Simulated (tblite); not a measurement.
Compound: C3H6BO2P.
Atom-mapped SMILES: `[PH2:1][B@@H-:2]1[O:3][CH:4]=[CH:5][CH:6]=[O+:7]1` (hydrogens: H8, H9 on P1; H10 on B2; H11 on C4; H12 on C5; H13 on C6)
Bond orders are those of one Lewis drawing.

Computed with GFN2-xTB (tblite), gas phase: L-BFGS steps from a force-field or distance-geometry start until the largest atomic force falls under 0.01 eV/Å.

Step 22: E = -581.6858 eV
```
atom  x, y, z in Å  |  force x, y, z in eV/Å
P1      2.4138    0.3891   -0.8811    0.000   0.063   0.063
B2      0.9102   -0.7242   -0.2497    0.084  -0.086   0.037
O3     -0.2035   -0.5954   -1.2932   -0.021   0.013   0.054
C4     -1.3513   -0.1785   -0.9741    0.024  -0.040   0.010
C5     -1.7379    0.1786    0.3120   -0.008  -0.015   0.024
C6     -0.7551    0.1506    1.2983   -0.006   0.038  -0.002
O7      0.4388   -0.2127    1.1154   -0.034  -0.021  -0.114
H8      3.0733    0.3828    0.3360   -0.018   0.018  -0.049
H9      1.8035    1.6073   -0.6049    0.019   0.009   0.029
H10     1.1956   -1.8679   -0.1175    0.010  -0.067  -0.063
H11    -2.0630   -0.1010   -1.7959   -0.026  -0.003  -0.031
H12    -2.7410    0.4948    0.5251    0.010   0.040   0.016
H13    -0.9878    0.4770    2.3119   -0.033   0.050   0.025
```

Step 23: E = -581.6872 eV
```
atom  x, y, z in Å  |  force x, y, z in eV/Å
P1      2.4093    0.3907   -0.8774    0.019   0.081   0.044
B2      0.9105   -0.7288   -0.2489    0.070  -0.069   0.007
O3     -0.2046   -0.5977   -1.2968   -0.010   0.006   0.067
C4     -1.3508   -0.1793   -0.9742   -0.030  -0.032   0.017
C5     -1.7376    0.1774    0.3124   -0.007  -0.011  -0.006
C6     -0.7515    0.1520    1.2963   -0.038   0.036  -0.008
O7      0.4400   -0.2179    1.1083   -0.058   0.008  -0.031
H8      3.0739    0.3849    0.3364   -0.017   0.010  -0.041
H9      1.7968    1.6067   -0.5954    0.017   0.004   0.025
H10     1.1986   -1.8709   -0.1167    0.008  -0.087  -0.072
H11    -2.0650   -0.0979   -1.7947   -0.007  -0.011  -0.022
H12    -2.7418    0.4950    0.5242    0.053   0.032   0.015
H13    -0.9822    0.4861    2.3086   -0.002   0.033   0.005
```

Step 24: E = -581.6885 eV
```
atom  x, y, z in Å  |  force x, y, z in eV/Å
P1      2.4059    0.3932   -0.8741    0.027   0.073   0.006
B2      0.9122   -0.7338   -0.2482    0.032  -0.037  -0.020
O3     -0.2054   -0.5994   -1.2982    0.003  -0.010   0.056
C4     -1.3507   -0.1805   -0.9740   -0.063  -0.022   0.016
C5     -1.7375    0.1763    0.3128   -0.011  -0.004  -0.027
C6     -0.7491    0.1539    1.2945   -0.051   0.025  -0.013
O7      0.4402   -0.2213    1.1018   -0.055   0.021   0.053
H8      3.0733    0.3867    0.3360   -0.001   0.005  -0.011
H9      1.7913    1.6062   -0.5865    0.007   0.010   0.026
H10     1.2010   -1.8752   -0.1177    0.010  -0.091  -0.073
H11    -2.0661   -0.0957   -1.7942    0.012  -0.019  -0.008
H12    -2.7414    0.4960    0.5240    0.064   0.029   0.014
H13    -0.9780    0.4942    2.3061    0.026   0.020  -0.018
```

Task: Estimate the geometry and energy of step 25. (The exact step hangs on the optimiser's Hessian estimate; all steps are aligned on step 24, rigid shifts and turns removed.)

Result: E = -581.6897 eV, largest force 0.117 eV/Å
```
atom  x, y, z in Å  |  force x, y, z in eV/Å
P1      2.4031    0.3970   -0.8716    0.022   0.045  -0.033
B2      0.9145   -0.7392   -0.2483   -0.014  -0.002  -0.037
O3     -0.2059   -0.6012   -1.2983    0.013  -0.029   0.034
C4     -1.3512   -0.1822   -0.9737   -0.064  -0.015   0.007
C5     -1.7375    0.1751    0.3128   -0.015   0.006  -0.034
C6     -0.7476    0.1564    1.2926   -0.041   0.006  -0.012
O7      0.4399   -0.2235    1.0966   -0.028   0.016   0.112
H8      3.0718    0.3883    0.3355    0.022   0.002   0.024
H9      1.7856    1.6055   -0.5769   -0.007   0.025   0.028
H10     1.2031   -1.8812   -0.1201    0.008  -0.071  -0.069
H11    -2.0666   -0.0941   -1.7942    0.023  -0.027   0.001
H12    -2.7399    0.4975    0.5244    0.041   0.034   0.014
H13    -0.9737    0.5022    2.3034    0.040   0.013  -0.034
```

The energy changes by -0.0012 eV. The first-order estimate −F·Δx gives -0.0017 eV and the mean of the old and new forces, exact on a quadratic surface, -0.0012 eV. The step makes an angle of 67° with the force vector and moves no atom by more than 0.011 Å.

The cost below is that of the whole relaxation. On one thread, Arm Neoverse N1 (aarch64), shared host with 64 logical CPUs at a one-minute load of 60, this took 0.67 s wall.
